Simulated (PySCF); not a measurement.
Computed IR spectrum (relative IR intensity) of a molecule C₂H₆ClFSi. Geometry optimised at PBE-D3(BJ)/def2-SVP. One conformer was computed; it need not be the lowest. All values below come from PBE-D3(BJ)/def2-SVP in PySCF. Frequencies are harmonic and unscaled.

Lines under 2 % of the strongest are left out, and lines within 2 cm⁻¹ are merged.

ν (cm⁻¹): 235 (vw), 396 (w), 520 (m), 633 (w), 789 (vs), 797 (m), 879 (s), 946 (m), 956 (w), 1029 (w), 1372 (vw), 1426 (vw), 1430 (vw), 2205 (s), 2966 (vw), 2976 (w), 3064 (w), 3068 (w) (against the strongest line: vs over 80 %, s over 45 %, m over 15 %, w over 4 %, vw less)

Problem. Pick the molecule that these values belong to.
A. C[C@@H](F)[SiH2]Cl
B. C[Si](C)(F)Cl
C. CC[Si@@H](F)Cl
D. C[Si@H](Cl)CF

Solution. C, CC[Si@@H](F)Cl
